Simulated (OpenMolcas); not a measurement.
F+: effect of the IPEA shift

```json
{"Program": "OpenMolcas 26.06", "Basis": "ANO-L-VTZP [4s3p2d1f]", "Scalar Hamiltonian": "non-relativistic, point nucleus", "Active space": "6 electrons in 4 orbitals (2s 2p)", "State averaging": "2S+1 = 3 even, 3 roots; 2S+1 = 1 even, 6 roots; 2S+1 = 3 odd, 3 roots; 2S+1 = 1 odd, 3 roots", "Spin-orbit coupling": "state interaction with AMFI integrals over the reference wave functions, term energies averaged over their components"}
```

Methods on the same reference wave functions:
A. CASSCF
B. SS-CASPT2, IPEA 0.25 Eh, imaginary shift 0.1 Eh (closed shells correlated: 1s)
C. SS-CASPT2, IPEA 0.5 Eh, imaginary shift 0.1 Eh (closed shells correlated: 1s)

Energies in cm⁻¹ above 2s² 2p⁴ ³P₂, the measured ground level; measured values from NIST Handbook of Basic Atomic Spectroscopic Data.

| Level | A | B | C | Measured |
| --- | --- | --- | --- | --- |
| 2s² 2p⁴ ³P₂ | 0.0 | 0.0 | 0.0 | 0.0 |
| 2s² 2p⁴ ³P₁ | 321 | 321 | 321 | 341 |
| 2s² 2p⁴ ³P₀ | 475 | 476 | 476 | 490 |
| 2s² 2p⁴ ¹D₂ | 22769 | 21100 | 20920 | 20873 |
| 2s² 2p⁴ ¹S₀ | 42291 | 44780 | 44560 | 44918 |
| 2s 2p⁵ ³P°₂ | 175158 | 166400 | 166710 | 164798 |
| 2s 2p⁵ ³P°₁ | 175469 | 166710 | 167020 | 165107 |
| 2s 2p⁵ ³P°₀ | 175626 | 166860 | 167180 | 165279 |
| 2s 2p⁵ ¹P°₁ | 258877 | 240870 | 241210 |  |

Deviations, from unrounded energies. A percentage is the sum of absolute deviations over the sum of measured energies, with the sign that they share, or ± where signs differ.

| Against measurement | Levels | A | B | C |
| --- | --- | --- | --- | --- |
| mean absolute deviation (cm-1) | 7 | 5100 | 740 | 880 |
| fine structure of the ground term (%) | 2 | -4.2 | -4.1 | -4.1 |
| other terms of the ground configuration (%) | 2 | ±6.9 | ±0.5 | ±0.6 |
| other configurations (%) | 3 | +6.3 | +1.0 | +1.2 |

B lies closest to measurement on these levels and A furthest from it. The largest miss of B in the table is 2s 2p⁵ ³P°₁, by +1600 cm-1. The ranking rests on the paired levels alone, and a cruder setting can come out closer through cancelling errors.

Between B and C the level of the table that moves most is 2s 2p⁵ ¹P°₁, by 340 cm-1 (lowest in B, highest in C). Moves below CASPT2's spread within the term are not significant.

The mean deviations of B to C differ by less than CASPT2's widest spread within a term (140 cm-1), so their order carries little weight.

From A to B the spin-free energies of the other terms of 2s² 2p⁴ shown, above ³P, scale by factors of 0.93 to 1.06.

The lowest spin-free term lies below A's lowest term by 0.156 hartree in B, 0.153 hartree in C.

CASPT2 breaks the degeneracy within a term, and the mean is taken; among the terms shown or strongly mixed into the levels shown the widest spread is 140 cm-1 (2s² 2p⁴ ¹D, C). Without dynamic correlation excited terms often stand tens of per cent too high (terms of higher spin than the ground term too low), and those without a measured partner can miss by more than the paired ones (holds for A). Measured partners are found by configuration, term and J. A level has none where our copy of the source lacks it or the pairing is in doubt (some pairs that miss far off the trend of their configuration count as doubtful), and it then counts in no deviation. Only configurations of the active space appear.

° marks odd parity.
